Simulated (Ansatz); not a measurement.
Molecule: C$_{6}$H$_{12}$Cl, net charge 0, doublet state. It need not be the lowest isomer of its formula. 
Geometry from a B3LYP-D3(BJ)/def2-TZVP (Ansatz, an electronic-structure program) optimisation:
SMILES: [CH2][C@H](Cl)CCCC
```xyz
19

C     -3.6338    -0.3515    -0.2482
C     -2.3559    -0.7496     0.4842
C     -1.0912    -0.3036    -0.2455
C      0.1841    -0.7066     0.4857
C      1.4746    -0.3317    -0.2201
C      2.6952    -0.7794     0.4371
Cl     1.5844     1.5626    -0.3264
H     -3.6699    -0.7968    -1.2454
H     -3.6947     0.7325    -0.3689
H     -4.5231    -0.6773     0.2943
H     -2.3344    -1.8360     0.6201
H     -2.3604    -0.3171     1.4899
H     -1.1075     0.7807    -0.3758
H     -1.0823    -0.7357    -1.2526
H      0.2018    -1.7957     0.6085
H      0.1967    -0.2791     1.4922
H      1.4499    -0.6034    -1.2734
H      2.7293    -0.8583     1.5154
H      3.6223    -0.8447    -0.1137
```
Charge 0, spin multiplicity 2.

Basis-set convergence of Hartree-Fock and CCSD correlation energies (hartree) with Ansatz. Valence correlation only, unless marked. Open shells are spin-unrestricted. No spin-orbit coupling. Non-relativistic.

```csv
basis,functions,E(HF),"E(corr, CCSD)"
cc-pV(D+d)Z,167,-693.68089,-1.06555
cc-pV(T+d)Z,387,(withheld),(withheld)
```

Task: Fill in the missing entries.

Result: 
- cc-pV(T+d)Z, E(HF): -693.75981
- cc-pV(T+d)Z, E(corr, CCSD): -1.28953
